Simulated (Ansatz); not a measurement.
Relaxation of C2H10B2Si (15 atoms, charge 0, multiplicity 1), to a largest force component of 0.02 eV/Å in at most 40 steps.

All numbers below come from RKS PBE0-D4/STO-3G in Ansatz.

```xyz
15
Properties=species:S:1:pos:R:3:forces:R:3
B -1.281 1.060 1.042 -1.53 2.37 -1.00
C -0.034 0.273 0.616 1.53 1.13 -1.06
C 0.316 -0.736 1.686 2.57 -0.58 2.68
B -0.231 -0.454 -0.774 -2.31 -0.90 0.69
Si 0.752 -0.054 -2.365 0.39 1.10 -0.17
H -1.880 0.913 2.054 0.33 -0.34 -0.26
H -1.702 1.968 0.330 0.55 -1.09 0.77
H 0.847 1.010 0.484 -1.48 -0.92 0.39
H 1.272 -1.271 1.446 -0.86 0.08 0.06
H -0.468 -1.470 1.892 -0.15 -0.09 -0.21
H 0.551 -0.213 2.678 -0.56 -0.67 -1.42
H -1.136 -1.274 -0.831 1.08 0.70 0.18
H 1.694 1.014 -2.035 -0.05 -0.43 -0.43
H 1.415 -1.249 -2.789 0.31 -0.17 -0.31
H -0.139 0.431 -3.406 0.18 -0.19 0.09
```

Problem. Where does it end, and by what steps?

Solution. The run converged. Limits of this set-up: minimal basis. After 17 steps the energy has fallen by 0.509 eV; H12 moved furthest, 0.90 Å.

```tsv
step	energy less start (eV)	largest force component (eV/Å)	accepted
0	0.0000	2.677	yes
1	-0.3529	0.746	yes
2	-0.4179	0.308	yes
3	-0.4521	0.370	yes
4	-0.4726	0.280	yes
5	-0.4798	0.178	yes
6	-0.4867	0.069	yes
7	-0.4901	0.132	yes
8	-0.4895	0.314	no
9	-0.4950	0.110	yes
10	-0.4978	0.240	yes
11	-0.5022	0.214	yes
12	-0.4938	0.635	no
13	-0.5069	0.072	yes
14	-0.5077	0.062	yes
15	-0.5083	0.032	yes
16	-0.5085	0.022	yes
17	-0.5085	0.009	yes
```

```xyz
15
Properties=species:S:1:pos:R:3
B -1.013 1.144 0.693
C 0.152 0.103 0.721
C 0.186 -0.814 1.971
B 0.027 -0.646 -0.654
Si 0.492 0.165 -2.378
H -1.948 1.021 1.392
H -0.970 2.053 -0.049
H 1.072 0.717 0.649
H 1.033 -1.512 1.927
H -0.736 -1.404 2.038
H 0.281 -0.225 2.893
H -0.399 -1.741 -0.632
H 1.142 1.448 -2.250
H 1.367 -0.708 -3.126
H -0.707 0.348 -3.164
```

Whether the end is a true minimum wasn't checked by a vibrational analysis.

The run took 72 s on 1 thread of Arm Neoverse N1 (shared host), peak memory 0.12 GiB.
